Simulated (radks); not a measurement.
Results of a calculation; reference values are marked as such.
Task: Species: the zirconium ion Zr4+. Configuration: [Kr]. Level of theory: non-relativistic Kohn-Sham, PBEsol, spin-polarised, spherical densities, point nucleus; relativity is left out, which matters for an element this heavy (a radial shooting solver on a logarithmic mesh with Libxc functionals). Some entries of the table are withheld. Estimate them.

orbital,occ.,eigenvalue (eV),<1/r> (bohr^-1),<r> (bohr)
1s,2,-17452.58,39.47,0.03816
2s,2,-2418.578,8.858,0.1674
2p,6,-2220.595,8.850,0.1437
3s,2,-430.6642,3.033,0.4703
3p,6,-356.3282,(1),(2)
3d,10,-220.7756,2.744,0.4510
4s,2,(3),(4),1.213
4p,6,-72.5108,1.007,1.322

Result: 
(1) 3p <1/r> (bohr^-1): 2.937
(2) 3p <r> (bohr): 0.4671
(3) 4s eigenvalue (eV): -93.1400
(4) 4s <1/r> (bohr^-1): 1.111
